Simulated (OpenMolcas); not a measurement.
**W4+: the spin-orbit constant, worked from levels**

- Program: OpenMolcas
- Basis: ANO-RCC-VQZP [9s8p6d4f3g2h]
- Scalar Hamiltonian: DKH2, point nucleus
- Active space: 8 electrons in 8 orbitals (RAS1 5p, at most 2 holes; RAS2 5d)
- State averaging: 2S+1 = 3 even, 10 roots; 2S+1 = 1 even, 15 roots
- Spin-orbit coupling: state interaction with AMFI integrals over the reference wave functions, term energies averaged over their components

Methods: RASSCF; SS-RASPT2, IPEA 0.25 Eh, imaginary shift 0.1 Eh (closed shells correlated: 5s). Measured levels: the list in J. Phys. B 45, 065001 (2012).

**The spin-orbit constant.** For the Hund term 3F of d2, E(J) = (A/2) J(J+1) + constant and ζ = 2S·A = 2A. From J = 2 to J = 4 the energy changes by 7 A.

| Source | E(4) - E(2) | A | ζ |
| --- | --- | --- | --- |
| RASSCF | 12293.6 | 1756.2 | 3512 |
| SS-RASPT2 | 12350.7 | 1764.4 | 3529 |
| measured | 11519.4 | 1645.6 | 3291 |

All in cm-1. SS-RASPT2 is off by +7.2 % and RASSCF by +6.7 %. Both methods take the spin-orbit matrix elements from the reference wave functions, so the second can move ζ only through the term energies and any multistate remixing. Second-order mixing with other terms is absorbed into this ζ.

CASPT2 breaks the degeneracy within a term, and the mean is taken; among the terms shown or strongly mixed into the levels shown the widest spread is 190 cm-1 (5d2 3F, SS-RASPT2). Active for correlation alone: 5p; no level in the range computed is led by a configuration that opens it, so any true level of that kind is missing. Without dynamic correlation excited terms often stand tens of per cent too high (terms of higher spin than the ground term too low), and those without a measured partner can miss by more than the paired ones (holds for RASSCF). Measured partners are found by configuration, term and J. A level has none where our copy of the source lacks it or the pairing is in doubt (some pairs that miss far off the trend of their configuration count as doubtful), and it then counts in no deviation. Levels of configurations outside the active space are missing.
